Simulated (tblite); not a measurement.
A geometry optimisation, step by step.

Species: C₄H₁₃F₂NSi₂.
Numbering: `[CH3:1][CH:2]([CH3:3])[C:4]([F:5])([F:6])[SiH2:7][SiH2:8][NH2:9]` (hydrogens: H10, H11, H12 on C1; H13 on C2; H14, H15, H16 on C3; H17, H18 on Si7; H19, H20 on Si8; H21, H22 on N9)

Computed with GFN2-xTB (tblite), gas phase: L-BFGS steps from a force-field or distance-geometry start until the largest atomic force falls under 0.01 eV/Å. 5 of its 132 geometries are shown.

Step 0: E = -844.6962 eV, largest atomic force 2.618 eV/Å
```
atom  x, y, z in Å  |  force x, y, z in eV/Å
C1     -2.250   -1.316   -0.572   -0.367  -0.115   0.042
C2     -1.819    0.158   -0.565   -0.330  -0.366   0.742
C3     -2.830    0.969    0.242   -0.705   0.479  -0.057
C4     -0.405    0.355    0.029   -1.737  -0.209  -0.025
F5     -0.181    1.692    0.146    0.134   0.583   0.143
F6     -0.408   -0.119    1.317    0.040   0.020   0.242
Si7     1.049   -0.368   -0.867    2.023  -1.223  -1.126
Si8     2.926    0.211    0.350   -0.993   0.384   0.847
N9      4.393   -0.318   -0.352    0.794   0.309  -0.420
H10    -2.235   -1.750    0.439    0.115   0.248  -0.312
H11    -1.629   -1.923   -1.225    0.125   0.059   0.050
H12    -3.288   -1.405   -0.944    0.501   0.172   0.181
H13    -1.830    0.532   -1.576    0.245   0.151  -0.473
H14    -2.879    0.651    1.282    0.108  -0.099  -0.079
H15    -3.845    0.872   -0.189    0.496  -0.063   0.159
H16    -2.592    2.040    0.232    0.079  -0.270  -0.023
H17     1.147    0.171   -2.252   -0.374  -0.085   0.296
H18     0.936   -1.862   -0.998   -0.231   0.604   0.044
H19     2.909   -0.372    1.712    0.046   0.130  -0.225
H20     3.083    1.675    0.456   -0.270   0.110   0.214
H21     5.143   -0.125    0.306    0.143  -0.325  -0.269
H22     4.595    0.250   -1.174    0.157  -0.495   0.051
```

Step 33: E = -845.0909 eV, largest atomic force 0.053 eV/Å
```
atom  x, y, z in Å  |  force x, y, z in eV/Å
C1     -2.191   -1.310   -0.593    0.014   0.014   0.000
C2     -1.813    0.168   -0.565   -0.021  -0.005   0.015
C3     -2.841    0.976    0.232    0.011  -0.017  -0.011
C4     -0.417    0.348    0.029   -0.020  -0.001  -0.021
F5     -0.162    1.705    0.143   -0.003  -0.010   0.006
F6     -0.405   -0.095    1.335   -0.036   0.019  -0.018
Si7     1.137   -0.389   -0.870    0.000  -0.009  -0.002
Si8     2.897    0.329    0.447   -0.024  -0.023  -0.013
N9      4.311   -0.259   -0.349   -0.003  -0.002  -0.009
H10    -2.143   -1.727    0.411    0.000   0.010  -0.017
H11    -1.518   -1.871   -1.236   -0.008   0.009   0.001
H12    -3.206   -1.429   -0.967    0.028   0.020   0.006
H13    -1.764    0.553   -1.591   -0.001  -0.008   0.052
H14    -2.867    0.625    1.262   -0.020   0.010  -0.032
H15    -3.830    0.865   -0.205    0.023  -0.003   0.015
H16    -2.576    2.032    0.233   -0.016  -0.031   0.002
H17     0.979    0.129   -2.241    0.021  -0.016   0.023
H18     0.904   -1.837   -0.966   -0.007   0.030   0.007
H19     2.954   -0.332    1.754   -0.002   0.025   0.015
H20     2.870    1.788    0.665    0.021  -0.013   0.022
H21     5.176   -0.277    0.167    0.014   0.015  -0.019
H22     4.494    0.028   -1.296    0.028  -0.015  -0.021
```

Step 66: E = -845.1002 eV, largest atomic force 0.022 eV/Å
```
atom  x, y, z in Å  |  force x, y, z in eV/Å
C1     -2.156   -1.296   -0.636   -0.002  -0.001  -0.005
C2     -1.817    0.189   -0.566    0.021  -0.007  -0.003
C3     -2.887    0.950    0.219    0.001   0.003   0.001
C4     -0.440    0.393    0.062    0.015  -0.014   0.003
F5     -0.194    1.753    0.150   -0.002  -0.010   0.001
F6     -0.465   -0.017    1.379   -0.009   0.002  -0.001
Si7     1.133   -0.378   -0.776   -0.016  -0.014  -0.003
Si8     2.941    0.319    0.480    0.000   0.010  -0.004
N9      4.303   -0.293   -0.388   -0.003   0.001  -0.005
H10    -2.091   -1.740    0.355    0.003  -0.003  -0.011
H11    -1.476   -1.820   -1.302    0.004   0.001   0.006
H12    -3.170   -1.426   -1.007   -0.003   0.003   0.001
H13    -1.753    0.599   -1.579    0.000   0.007  -0.006
H14    -2.944    0.567    1.235   -0.005  -0.002   0.012
H15    -3.857    0.831   -0.256   -0.011  -0.002  -0.007
H16    -2.647    2.009    0.260    0.005   0.015   0.008
H17     1.012    0.093   -2.167    0.000  -0.012   0.007
H18     0.888   -1.826   -0.822   -0.004   0.012   0.003
H19     3.053   -0.320    1.795    0.005   0.000  -0.002
H20     2.959    1.778    0.700    0.006   0.011  -0.001
H21     5.214   -0.226    0.035   -0.006  -0.005   0.006
H22     4.384   -0.118   -1.376    0.000   0.006   0.001
```

Step 98: E = -845.1048 eV, largest atomic force 0.046 eV/Å
```
atom  x, y, z in Å  |  force x, y, z in eV/Å
C1     -2.139   -1.264   -0.713   -0.009   0.005   0.000
C2     -1.809    0.217   -0.562   -0.002   0.009   0.005
C3     -2.905    0.940    0.223   -0.003  -0.007  -0.007
C4     -0.452    0.383    0.117    0.004   0.020   0.009
F5     -0.180    1.736    0.230   -0.003   0.021  -0.005
F6     -0.533   -0.038    1.427    0.011  -0.016   0.009
Si7     1.120   -0.434   -0.677    0.014   0.000   0.006
Si8     2.967    0.360    0.460   -0.045  -0.005   0.007
N9      4.290   -0.291   -0.440   -0.011   0.007   0.010
H10    -2.078   -1.755    0.255    0.008  -0.021  -0.007
H11    -1.450   -1.748   -1.400    0.000  -0.008   0.011
H12    -3.150   -1.386   -1.095   -0.012   0.021  -0.017
H13    -1.709    0.678   -1.551   -0.010  -0.006  -0.001
H14    -3.019    0.488    1.206    0.014   0.021  -0.005
H15    -3.853    0.869   -0.305    0.000   0.002  -0.005
H16    -2.656    1.992    0.347    0.008  -0.025   0.008
H17     0.976   -0.102   -2.107   -0.003  -0.009   0.018
H18     0.873   -1.877   -0.569    0.001  -0.015  -0.009
H19     3.147   -0.217    1.796    0.001   0.008  -0.011
H20     2.982    1.828    0.609    0.008  -0.002  -0.002
H21     5.209   -0.265   -0.030    0.017   0.010  -0.005
H22     4.360   -0.096   -1.425    0.012  -0.008  -0.008
```

Step 131: E = -845.1085 eV, largest atomic force 0.008 eV/Å
```
atom  x, y, z in Å  |  force x, y, z in eV/Å
C1     -2.153   -1.232   -0.784   -0.001  -0.001   0.000
C2     -1.792    0.231   -0.553    0.000  -0.001   0.002
C3     -2.888    0.940    0.243   -0.001   0.002  -0.001
C4     -0.446    0.345    0.157    0.000   0.000   0.004
F5     -0.144    1.689    0.298   -0.003   0.001   0.005
F6     -0.563   -0.099    1.457   -0.001  -0.003   0.003
Si7     1.115   -0.512   -0.614    0.001   0.004  -0.001
Si8     2.962    0.391    0.438    0.003  -0.002  -0.007
N9      4.293   -0.265   -0.446    0.002   0.001   0.003
H10    -2.155   -1.770    0.162    0.004   0.000   0.002
H11    -1.441   -1.706   -1.455   -0.002  -0.005   0.000
H12    -3.145   -1.304   -1.222    0.000  -0.002  -0.007
H13    -1.665    0.733   -1.518   -0.003   0.000   0.000
H14    -3.026    0.450    1.205   -0.003   0.003  -0.001
H15    -3.828    0.912   -0.303   -0.003   0.003   0.002
H16    -2.618    1.979    0.421    0.001   0.003  -0.001
H17     0.950   -0.273   -2.060    0.002  -0.001  -0.004
H18     0.868   -1.946   -0.415    0.000  -0.003  -0.002
H19     3.182   -0.101    1.802    0.002   0.003  -0.001
H20     2.934    1.865    0.500    0.003   0.001   0.000
H21     5.220   -0.153   -0.069    0.002  -0.001  -0.001
H22     4.329   -0.157   -1.446   -0.005  -0.001   0.004
```

Q: Summarise the path.

A: The energy falls by 9.51 kcal/mol from step 0 to step 131; nine tenths of that is first reached at step 12. It falls at every step. The largest force goes from 2.618 to 0.008 eV/Å. Among the bonds C4–Si7 changes most, from 1.855 to 1.941 Å; the atoms move by 0.311 Å rms after alignment.

What follows is the cost of the whole relaxation. The run took 2.2 s wall on Arm Neoverse N1, one thread, no GPU, shared host.
